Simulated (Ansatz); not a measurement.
Two isomers of AlFH2OZn: A = `[OH][Al]([F])[ZnH]`, B = `[OH][AlH][Zn][F]`.

Computed with Ansatz on PBE0-D4/def2-TZVP structures; ΔE is electronic, products minus reactants. CCSD(T)/CBS adds triple-zeta CCSD(T) − MP2 to the extrapolated MP2 energy (def2 sets, frozen cores). DFT in def2-TZVPP. For Zn outer-core shells are correlated without core-valence functions, which leaves a few kJ/mol of doubt a bond. Scalar relativity is left out up to krypton. One conformer a species, not always the lowest.

(1) Which is lower in electronic energy at CCSD(T)/CBS, and by how much? (Best estimate.)

(2) Give E(B) − E(A) in kcal/mol with LDA (SPW92), B2PLYP, PBE-D4, HF/def2-TZVPP, r2SCAN-D4, CCSD(T)/def2-TZVPP, CCSD/def2-TZVPP. (Best estimate.)

(3) Does the order hold for the free energy at 298.15 K (harmonic terms from PBE0-D4)? (Best estimate.)

Largest T1 diagnostic: 0.016.

Results:

(1) Ansatz gave: A, by 22.3 kcal/mol.

(2) Ansatz gave: LDA (SPW92) 22.9, B2PLYP 23.2, PBE-D4 21.7, HF/def2-TZVPP 23.9, r2SCAN-D4 22.5, CCSD(T)/def2-TZVPP 24.3, CCSD/def2-TZVPP 24.4. None reverses the order clearly.

(3) Computed: Yes: G(B) − G(A) = +22.4 kcal/mol, for one conformer each.

At CCSD(T), def2-SVP lies +0.7 kcal/mol from the extrapolated value and def2-TZVPP +2.0 kcal/mol. From BLYP to BHLYP (50 % exact exchange), in def2-TZVPP and without D4, E(B) − E(A) moves by +2.5 kcal/mol.
